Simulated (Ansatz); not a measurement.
Compare A (`F[SiH2]C1CO1`) with its isomer B (`C=C[SiH](O)F`).

Program: Ansatz. Geometries: PBE0-D4/def2-TZVP. ΔE: electronic, gas phase. CCSD(T)/CBS is the MP2 limit (def2-TZVPP, def2-QZVPP) plus CCSD(T) − MP2 in def2-TZVPP, frozen cores. DFT in def2-TZVPP. B3LYP here is the variant with VWN-RPA as its local correlation; programs differ in this. One conformer a species, not always the lowest.

Task: Which is lower in electronic energy at CCSD(T)/CBS, and by how much? (An estimate is asked.)

Result: The calculation gave: B, by 61.7 kcal/mol.

Task: Give E(B) − E(A) in kcal/mol with B3LYP-D4, PBE0-D4, ωB97M-V, HF/def2-TZVPP, B2PLYP, CCSD/def2-TZVPP, r2SCAN-D4. (Best estimate.)

Result: The calculation gave: B3LYP-D4 -60.6, PBE0-D4 -55.6, ωB97M-V -59.3, HF/def2-TZVPP -64.8, B2PLYP -60.8, CCSD/def2-TZVPP -61.0, r2SCAN-D4 -58.0. None reverses the order clearly.

Largest T1 diagnostic: 0.012.

From PBE to PBE0 (25 % exact exchange), in def2-TZVPP and without D4, E(B) − E(A) moves by −1.7 kcal/mol. In def2-TZVPP, CCSD(T) changes the Hartree–Fock value by +4.3 kcal/mol (the triples alone add +0.5 kcal/mol) and MP2 by +4.4 kcal/mol.
